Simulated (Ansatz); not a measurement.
Cartesian coordinates in Å:
```
F 1.725 1.144 1.317
Ge 0.637 0.868 -0.017
C 0.474 -1.010 -0.595
O -0.927 -0.980 -0.294
C -1.152 0.204 0.480
H 0.884 2.046 -0.973
H 0.638 -1.271 -1.642
H 1.016 -1.713 0.046
H -2.042 0.730 0.130
H -1.254 -0.018 1.548
```

Charge 0, multiplicity 1.

Q: List the PBE0/def2-TZVPP orbital energies in eV (Ansatz 0.2.0). (An estimate is asked.)

A: Computed: Occupied: -10860.71, -1358.91, -1208.73, -1208.73, -1208.70, -673.10, -523.13, -279.61, -279.61, -171.70, -121.54, -121.48, -121.43, -34.78, -34.34, -34.33, -34.26, -34.26, -31.63, -29.24, -19.94, -18.31, -15.19, -13.71, -13.24, -12.98, -11.80, -11.67, -11.52, -10.91, -8.57, -8.37, -7.57. Lowest empty: 0.30, 0.42, 0.86, 1.55, 1.81, 2.81, 3.19, 3.46.
